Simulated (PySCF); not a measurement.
# Dipole response of Fe²²⁺ (iron, charge +22)

[He] 2s2, closed-shell 1S. All numbers are calculated (PySCF 2.14, the spin-free X2C one-electron Hamiltonian (Gaussian nucleus), in an even-tempered Gaussian basis (19 s from 5.5 bohr⁻², ratio 2.2; 8 p from 8.6 bohr⁻², ratio 2.4; 6 d from 26 bohr⁻², ratio 2.4; 5 f from 39 bohr⁻², ratio 2.4; 4 g from 58 bohr⁻², ratio 2.4)). Coupled (time-dependent) response in atomic units; α is the mean over directions.

| method | mean α (bohr³) | C₆ (like pair) | S(−4) |
| --- | --- | --- | --- |
| UHF | 0.01626 | 0.0006643 | 0.001638 |
| PBE0 | 0.01565 | 0.0006337 | 0.001493 |

S(−4) is the Cauchy moment in α(ω) = α(0) + S(−4) ω² + …

α(iu) at UHF:

```tsv
u (hartree)	α(iu) (bohr³)
0	0.01626
0.300	0.01611
0.600	0.01569
1.20	0.01421
1.80	0.01229
2.40	0.01037
3.00	0.008663
4.50	0.005616
6.00	0.003875
9.00	0.002231
15.0	0.001184
```

For an ion, C₆ is the dispersion term alone; charge-induced terms of lower order in 1/R come first.
